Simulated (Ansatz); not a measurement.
Species: BeH₂, net charge -1, doublet state. 
Geometry from a B3LYP-D3(BJ)/def2-TZVP (Ansatz, a first-principles code) optimisation:
```
Be
H 1 1.3944
H 1 1.3944 2 126.04
```
Charge -1, spin multiplicity 2.

Question: Give the harmonic wavenumbers at B3LYP-D3(BJ)/def2-TZVP (Ansatz, finite differences of forces, unscaled).

Answer: 782, 1725, 1810 cm⁻¹. Zero-point energy 6.2 kcal/mol.

Question: From these and the geometry, give the ideal-gas thermochemistry at 298.15 K and 1 atm (rigid rotor, harmonic oscillator).

Answer: Point group C2v, rotational symmetry number 2. Rotational constants 766.4, 162.3, 134 GHz. S(trans) 33.15, S(rot) 12.25, S(vib) 0.23, S(elec, spin only) 1.38, S 47.0 cal/(mol K). H(298) - H(0) 2.42 kcal/mol; G - E(el) -5.4 kcal/mol.
